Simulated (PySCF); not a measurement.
C9H17F.
Numbering: `[CH3:1][CH:2]([CH3:3])[C@H:4]1[CH2:5][C@H:6]([C@@H:7]([CH3:8])[F:9])[CH2:10]1` (hydrogens: H11, H12, H13 on C1; H14 on C2; H15, H16, H17 on C3; H18 on C4; H19, H20 on C5; H21 on C6; H22 on C7; H23, H24, H25 on C8; H26, H27 on C10)

Geometry (PBE0-D3(BJ)/def2-SVP, Å), atoms numbered from 1 in this order:
```xyz
27
C9H17F angstrom
C     -2.606   -0.762   -1.408
C     -1.925   -0.607   -0.054
C     -2.745    0.263    0.890
C     -0.514   -0.064   -0.213
C      0.422   -0.055    1.015
C      1.578   -0.537    0.111
C      2.511    0.570   -0.334
C      3.484    1.015    0.732
F      3.232    0.118   -1.428
C      0.534   -0.920   -0.957
H     -3.618   -1.183   -1.304
H     -2.703    0.216   -1.911
H     -2.034   -1.424   -2.076
H     -1.833   -1.613    0.401
H     -2.271    0.347    1.880
H     -3.757   -0.145    1.037
H     -2.854    1.284    0.485
H     -0.572    0.946   -0.658
H      0.132   -0.822    1.749
H      0.558    0.898    1.552
H      2.189   -1.366    0.505
H      1.913    1.434   -0.685
H      4.102    0.165    1.059
H      2.950    1.414    1.607
H      4.150    1.800    0.345
H      0.282   -1.991   -0.915
H      0.780   -0.661   -1.997
```

Method: PySCF 2.14.0, PBE0-D3(BJ)/def2-SVP geometry optimisation, gas phase.

Take the most abundant isotopes and a rigid rotor. The values belong to one conformer with, in the numbering `[CH3:1][CH:2]([CH3:3])[C@H:4]1[CH2:5][C@H:6]([C@@H:7]([CH3:8])[F:9])[CH2:10]1`, C1–C2–C4–C5 -170°, C5–C6–C7–C8 77°, C2–C4–C5–C6 138°, C4–C5–C6–C7 99°, C5–C6–C10–C4 15°, C2–C4–C10–C6 -138°.

What are A, B and C (GHz)?

Ia = 178.58, Ib = 802.26, Ic = 910.32 u·Å²; 505379 MHz·u·Å²/I gives 2830, 629.9 and 555.2 MHz, that is A = 2.8300, B = 0.6299, C = 0.5552 GHz.

What kind of rotor is it?

A near-prolate asymmetric top; Ray's κ = -0.934.

Is it planar, by Δ = Ic − Ia − Ib?

Not planar: Δ = Ic − Ia − Ib = -70.52 u·Å². For a rigid frame Δ = −2 Σ m c², so Σ m c² = 35.26 u·Å² lies off the ab plane: 17.88 from hydrogen and 17.38 from heavier atoms. The atom farthest from that plane is 1.69 Å away.

List the rotational levels J(Ka,Kc) to J = 4 (MHz).

Above 0(0,0):
J = 1: 1(0,1) 1185, 1(1,1) 3385, 1(1,0) 3460
J = 2: 2(0,2) 3553, 2(1,2) 5681, 2(1,1) 5905, 2(2,1) 12505, 2(2,0) 12507
J = 3: 3(0,3) 7101, 3(1,3) 9123, 3(1,2) 9571, 3(2,2) 16060, 3(2,1) 16070, 3(3,1) 27249, 3(3,0) 27249
J = 4: 4(0,4) 11823, 4(1,4) 13710, 4(1,3) 14457, 4(2,3) 20799, 4(2,2) 20828, 4(3,2) 31993, 4(3,1) 31993, 4(4,1) 47652, 4(4,0) 47652
The levels of one J sum to (2J + 1)J(J + 1)(A + B + C)/3.

Which lines would a microwave search look for?

The dipole components are |μa| = 0.99 D, |μb| = 1.45 D, |μc| = 0.03 D. The squared components, which scale the intensities, stand as 0.46 : 1.00 : 0.00 (a : b : c). Some lines, for components of 0.1 D or more:

```tsv
type	branch	J(Ka,Kc)	MHz	lower level (cm⁻¹)
a	Q	3(1,2) ← 3(1,3)	449	0.304
a	R	1(0,1) ← 0(0,0)	1185	0.000
b	R	3(0,3) ← 2(1,2)	1421	0.189
b	Q	1(1,0) ← 1(0,1)	2275	0.040
a	R	2(1,2) ← 1(1,1)	2295	0.113
b	Q	2(1,1) ← 2(0,2)	2351	0.119
a	R	2(0,2) ← 1(0,1)	2368	0.040
a	R	2(1,1) ← 1(1,0)	2445	0.115
b	R	1(1,1) ← 0(0,0)	3385	0.000
a	R	3(1,3) ← 2(1,2)	3442	0.189
a	R	3(0,3) ← 2(0,2)	3548	0.119
a	R	3(2,2) ← 2(2,1)	3555	0.417
a	R	3(2,1) ← 2(2,0)	3563	0.417
a	R	3(1,2) ← 2(1,1)	3666	0.197
b	R	2(1,2) ← 1(0,1)	4496	0.040
b	R	3(1,3) ← 2(0,2)	5569	0.119
b	Q	3(2,1) ← 3(1,2)	6499	0.319
b	Q	2(2,0) ← 2(1,1)	6602	0.197
b	Q	2(2,1) ← 2(1,2)	6825	0.189
b	Q	3(2,2) ← 3(1,3)	6938	0.304
b	R	2(2,1) ← 1(1,0)	9045	0.115
b	R	2(2,0) ← 1(1,1)	9122	0.113
b	R	3(2,2) ← 2(1,1)	10156	0.197
b	R	3(2,1) ← 2(1,2)	10389	0.189
b	Q	3(3,0) ← 3(2,1)	11179	0.536
b	Q	3(3,1) ← 3(2,2)	11188	0.536
b	R	3(3,1) ← 2(2,0)	14742	0.417
b	R	3(3,0) ← 2(2,1)	14744	0.417
```

No frequency check. These are rigid-rotor constants of the computed structure; measured ground-state constants (B0) also hold zero-point vibration. A rigid rotor knows nothing of internal rotation, which can split or shift real lines.
